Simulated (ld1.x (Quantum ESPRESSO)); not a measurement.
Results of a calculation; reference values are marked as such.
**Potentials for sulfur (S) compared**

Generated with ld1.x 7.5 (TM, RRKJ, ultrasoft, PAW), atompaw 4.2 or ONCVPSP 4.0.1. The cutoff is in Ry: for ld1.x and atompaw files where the sum of valence levels is converged to 10 mRy in a Bessel basis, for ONCV files where the hardest occupied wave has 1 mHa per electron of residual kinetic energy. The error is the largest all-electron minus pseudo excitation energy over each file’s own four to seven test configurations (ionisations up to +4, promotions, holes and added fractions of an electron), all of which were solved. The labels leave out finer settings (local radius, basis sizes, second energies), which also bear on the numbers. Spin-polarised tests are not counted. The rows are a selection from randomly drawn settings: files with unsolved tests, undetermined cutoffs or missed reference levels are left out.

| potential | cutoff (Ry) | largest error (meV) | bound ghosts |
| --- | --- | --- | --- |
| TM, LDA (PZ), scalar-relativistic, rc 1.50/1.05 (sp), local s, core correction yes, reference 3s2 3p3.75 | 110 | +62 | none |
| TM, revPBE, scalar-relativistic, rc 1.55/1.10/1.25 (spd), local d, core correction yes, reference 3s1 3p5 | 90 | +516 | none |
| TM, PW91, scalar-relativistic, rc 1.00/1.65/1.40 (spd), local p, core correction no, reference 3s2 3p4 | 80 | +351 | none |
| TM, PBE, scalar-relativistic, rc 1.55/1.30 (sp), local s, core correction no, reference 3s1.75 3p4.25 | 50 | +161 | none |
| RRKJ, PBE, scalar-relativistic, rc 1.30/1.65/1.50 (spd), local d, core correction no, reference 3s2 3p4 | 35 | +92 | none |

Task: Fill in the row for S: TM, BLYP, scalar-relativistic, rc 1.10/1.30 (sp), local smoothed, core correction yes, reference 3s2 3p3.

Result: cutoff 70 Ry, largest error +146 meV, bound ghosts: none.

Task: Fill in the row for S: PAW, LDA (PZ), scalar-relativistic, rc 1.50/1.40 (sp), local smoothed, core correction yes, reference 3s2 3p3.

Result: cutoff 15 Ry, largest error -97 meV, bound ghosts: none.

Task: Fill in the row for S: TM semilocal, PBEsol, scalar-relativistic, rc 1.30/1.80 (sp), local s, core correction no, reference 3s2 3p4.

Result: cutoff 40 Ry, largest error +223 meV, bound ghosts: none.
